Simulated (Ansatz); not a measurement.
A nudged elastic band was laid between two geometries of GaH3O + H2 (7 atoms, charge 0, multiplicity 1).

Method: UKS PBE0-D4/def2-SVP (Ansatz).

```yaml
movable_images: 7
climbing_image: yes
spring: 5.0 eV/Å²
optimiser: quadratic models (default)
start_path: through a guess of the saddle point
force_threshold: 0.03 eV/Å
iteration_limit: 60
end_points: relaxed
```

First end point:

```xyz
7
Properties=species:S:1:pos:R:3
Ga -0.599 -0.552 0.231
O -1.098 1.029 -0.446
H -0.654 -1.715 -0.805
H -0.232 -0.623 1.754
H 1.668 0.348 -0.629
H 2.017 -0.241 -0.291
H -1.102 1.754 0.187
```

Last end point:

```xyz
7
Properties=species:S:1:pos:R:3
Ga 0.100 -0.915 0.284
O -0.376 1.040 -0.550
H -0.667 -1.838 -0.731
H -0.543 -0.601 1.695
H 0.392 1.410 -1.003
H 1.669 -0.750 0.136
H -0.576 1.653 0.169
```

(1) Which bonds break or form, and what moves?

(2) What energy profile does the band end with?

(3) What is the geometry of the highest image?

(4) What are the harmonic wavenumbers there?

## Answers

(1) Bonds broken: H5–H6. Bonds formed: Ga1–H6, O2–H5. GaH3O + H2 becomes GaH5O.

(2) The forces met the threshold. The highest image is number 3 of 0 to 8, 17.5 kcal/mol above the first end and 23.6 kcal/mol above the last; the last end lies 6.1 kcal/mol below the first. A vibrational analysis at the climbing image gives one clearly imaginary mode, 1192i cm⁻¹: a first-order saddle point. The orbitals stay closed-shell, which can raise the energy where a bond breaks towards radicals; this wasn't checked here.

| image | path coordinate (Å) | energy (kcal/mol) | H5–H6 (Å) | Ga1–H6 (Å) | O2–H5 (Å) |
| --- | --- | --- | --- | --- | --- |
| 0 | 0.00 | 0.0 | 0.76 | 2.69 | 2.85 |
| 1 | 0.50 | 0.7 | 0.77 | 2.51 | 2.37 |
| 2 | 1.00 | 6.0 | 0.79 | 2.17 | 1.87 |
| 3 | 1.50 | 17.5 | 0.99 | 1.85 | 1.33 |
| 4 | 1.92 | 3.8 | 1.43 | 1.67 | 1.02 |
| 5 | 2.34 | -3.5 | 1.94 | 1.60 | 0.97 |
| 6 | 2.76 | -5.8 | 2.48 | 1.59 | 0.97 |
| 7 | 3.18 | -5.8 | 2.97 | 1.58 | 0.97 |
| 8 | 3.59 | -6.1 | 2.76 | 1.58 | 0.97 |

(3) 
```xyz
7
Properties=species:S:1:pos:R:3
Ga -0.221 -0.741 0.228
O -0.471 1.037 -0.554
H -0.612 -1.854 -0.786
H -0.267 -0.720 1.789
H 0.793 0.625 -0.477
H 1.436 -0.094 -0.273
H -0.658 1.747 0.073
```

(4) 1192i, 425, 456, 539, 616, 702, 731, 760, 927, 1348, 1780, 1933, 2008, 2035, 3878 cm⁻¹.

Run time: 2.4 min on 2 threads of Arm Neoverse V1 (shared host), peak memory 0.18 GiB.
